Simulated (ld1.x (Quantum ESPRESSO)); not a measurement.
**Pseudopotential generation for sulfur (S): PAW, PBEsol, scalar-relativistic.**

| Quantity | Value |
| --- | --- |
| Element | S (Z = 16) |
| Generator | ld1.x (Quantum ESPRESSO) 7.5 |
| Type | PAW |
| Functional | PBEsol |
| Relativity | scalar-relativistic |
| Frozen core | [Ne] |
| Valence charge | 6 |
| Reference configuration | 3s2 3p3 (charge +1) |
| Partial waves | 3s (bound): rcut 1.20, rcutus 1.40 bohr; 3s channel at -1.5 Ry: rcut 1.20, rcutus 1.40 bohr; 3p (bound): rcut 1.05, rcutus 1.35 bohr; 3p channel at 3.15 Ry: rcut 1.05, rcutus 1.35 bohr; 3d channel at 0.45 Ry: rc 1.05 bohr |
| Local potential | the d channel |
| Core correction | Bessel-smoothed model core inside 0.95 bohr |
| Augmentation charge | PSQ, radius 1.05 bohr |

Question: Estimate the cutoffs (Ry, on a coarse ladder) from which the occupation-weighted sum of valence levels, in a spherical-Bessel basis at the reference potential, stays within 10 and 1 mRy of its value at 400 Ry.

Answer: 18 Ry and 40 Ry.

Question: Does the potential have ghost states?

Answer: No extra level below or beside the all-electron valence levels (s, p, d, f tested).

Question: Is the overlap operator S = 1 + Σ q|β⟩⟨β| positive definite (Bessel basis up to 400 Ry)?

Answer: Yes: its lowest eigenvalue is 0.37 (s channel).

Question: Which valence shell sets the plane-wave cutoff?

Answer: 3s: its level needs 21 Ry to come within 1 mRy, against 15 Ry for 3p.

Question: Tests: 3s2 3p4; 3s2 3p2; 3s2 3p1; 3s0 3p6; 3s1 3p5; 3s2 3p0; 3s2 3p3.5. Which has the largest error in its energy relative to the reference configuration, and how large is it?

Answer: 3s2 3p0, with -73 meV (all-electron minus pseudo) on +103.00 eV.
